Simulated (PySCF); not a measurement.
Xe⁺: excitation energy

Xe⁺ [Kr] 4d10 5s2 5p5 (2P) → Xe⁺ [Kr] 4d10 5s1 5p6 (2S), as a difference of total energies. Calculation: PySCF 2.14, in aug-cc-pVTZ-PP with ECP28MDF (6s5p4d2f, 55 functions); scalar relativity through the core potential. Correlated levels: valence: 4s2 4p6 4d10 frozen. The calculations carry no spin-orbit coupling.

| method | excitation energy (eV) |
| --- | --- |
| UHF | 14.895 |
| MP2 (valence) | 12.874 |
| SCS-MP2 (valence) | 12.643 |
| CCSD (valence) | 11.468 |
| CCSD(T) (valence) | 10.621 |

Errors of the correlated levels include the incompleteness of this basis and the frozen core.

The coupled-cluster amplitudes are large for the upper state (T1 above 0.03 or a double amplitude above 0.15), so a single reference is strained.

Q: Which method comes closest to the reference value, and which is furthest?

A: The reference is 10.831 eV (measured; NIST levels, between the centres of gravity of the two terms). Closest: CCSD(T) (valence) (error -0.210 eV); furthest: UHF (error 4.064 eV).
